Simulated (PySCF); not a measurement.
Input for PySCF: R-HF/3-21G on C4H8O (SMILES C=CCOC).

```python
from pyscf import gto, scf, dft, mp
from pyscf.data.elements import chemcore

mol = gto.M(
    atom='''
    C    -2.31479499   -0.08142492   -0.29024007
    C    -1.01028821   -0.14937253   -0.51765562
    C     0.00114889   -0.50653004    0.53014833
    O     0.97332055    0.50831142    0.74805325
    C     1.97064467    0.57635281   -0.24847445
    H    -2.72681421   -0.27584942    0.69395038
    H    -3.01972359    0.16598552   -1.07364914
    H    -0.63067957    0.05259091   -1.51462044
    H    -0.49655836   -0.65867137    1.48880190
    H     0.50931456   -1.44428841    0.25953758
    H     2.47152740   -0.39241775   -0.37605412
    H     2.70195263    1.31270676    0.08145962
    H     1.57095023    0.89260699   -1.21877907
    ''',
    basis='3-21g',
    charge=0, spin=0, verbose=3, max_memory=1800)
mf = scf.RHF(mol)
mf.conv_tol = 1e-8
mf.max_cycle = 100
mf.kernel()
if not mf.converged:
    mf = mf.newton().run(mf.mo_coeff, mf.mo_occ)
```

Q: What total energy does the run end on?

A: -229.6612 hartree.
